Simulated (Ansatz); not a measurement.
Computed with Ansatz.

A structure relaxed at PBE0-D4/def2-TZVP, charge 0, multiplicity 1:

```xyz
11

O     0.272   -1.923    0.644
Ge    1.180   -0.541    0.042
O     1.682   -0.892   -1.611
O     0.139    0.879   -0.069
Si   -1.374    1.239    0.453
H    -0.170   -2.403   -0.061
H     2.337   -0.273    0.996
H     1.451   -0.176   -2.209
H    -2.376    0.310   -0.137
H    -1.464    1.156    1.935
H    -1.677    2.624    0.015
```

Question: Give its formula and SMILES.

Answer: GeH6O3Si, `[OH][GeH]([OH])[O][SiH3]`.

Question: Summarise the bond lengths by kind.

Answer: 3 × Ge–O 1.760 to 1.764 Å; 2 × H–O 0.961 Å; 1 × Ge–H 1.524 Å; 1 × O–Si 1.641 Å; 3 × H–Si 1.484 to 1.488 Å.
